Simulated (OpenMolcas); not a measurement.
# Predicting a hybrid from its neighbours: SiH2Br2 (dibromosilane)

SiH2Br2: 5 atoms, total charge 0, spin state singlet. SMILES: `Br[SiH2]Br`. Geometry: relaxed at PBE0-D4/def2-TZVP.

The vertical energy of the triplet above the singlet y, in eV, basis def2-SVP; a is the functional's share of exact exchange. Programs: OpenMolcas 26.06.

| functional | program | a | y (eV) |
| --- | --- | --- | --- |
| TPSS | OpenMolcas | 0 | 6.11 |
| BLYP | OpenMolcas | 0 | 6.00 |
| B3LYP | OpenMolcas | 0.2 | 6.31 |
| PBE0 | OpenMolcas | 0.25 | ? |
| BHLYP | OpenMolcas | 0.5 | 6.95 |

Problem. Fit y = c + s·a to the known rows and predict PBE0.

Solution. 
1. Means of the 4 rows: a = 0.1750, y = 6.343.
2. Σ(Δa)² = 0.1675, Σ(Δa·Δy) = 0.29725, so the slope is 0.29725/0.1675 = 1.7746.
3. Intercept: 6.343 − (1.7746) × 0.1750 = 6.032. The largest residual of the fit is 0.078.
4. PBE0: 6.032 + (1.7746) × 0.25 = 6.48 eV.

The run gave 6.42 eV, so the prediction is off by +0.06 eV, within the scatter of the fit. The rows mix families of semi-local functionals, which the line can't see. Spin-orbit coupling is left out.
